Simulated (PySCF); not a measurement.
Stretching LiGa

Set-up: PySCF, spin-free X2C with a Gaussian nucleus, basis sets Li jorge-DZP-DKH, Ga jorge-DZP-DKH. Energies in eV from Li + Ga in their ground configurations at the same level. State: ¹Σ⁺ (singlet), closed shell.

All columns are r²SCAN. A positive dipole means Li(−)Ga(+).

```csv
R (Å),E (eV),μ (D),Mulliken charge on Li (basis-dependent),HOMO (eV),LUMO (eV),Mayer bond order,⟨S²⟩
2.446,-0.768,-1.96,-0.33,-3.06,-2.37,1.26,0.00
2.560,-0.877,-1.91,-0.27,-3.06,-2.30,1.23,0.00
2.673,-0.938,-1.84,-0.21,-3.06,-2.23,1.21,0.00
2.759,-0.958,-1.78,-0.18,-3.06,-2.20,1.19,0.00
2.844,-0.962,-1.70,-0.16,-3.06,-2.17,1.17,0.00
2.929,-0.952,-1.62,-0.14,-3.05,-2.14,1.15,0.00
3.043,-0.923,-1.50,-0.12,-3.04,-2.12,1.13,0.00
3.185,-0.866,-1.34,-0.11,-3.03,-2.10,1.11,0.00
3.356,-0.779,-1.14,-0.10,-3.00,-2.09,1.09,0.00
3.583,-0.646,-0.85,-0.10,-2.97,-2.09,1.06,0.00
```

A fit through these points gives, at Re = 2.823 Å, μ = -1.72 D and dμ/dR = 0.896 D/Å; the reduced mass is 6.368 u.

Question: How strong is the fundamental in the double-harmonic approximation, I = 42.26·(dμ/dR)²/μred km/mol?

Answer: I = 42.26·(0.896)²/6.368 = 5.33 km/mol at r²SCAN.

Closed-shell solutions of metal pairs were not tested for spin polarisation, which can lower them a little.
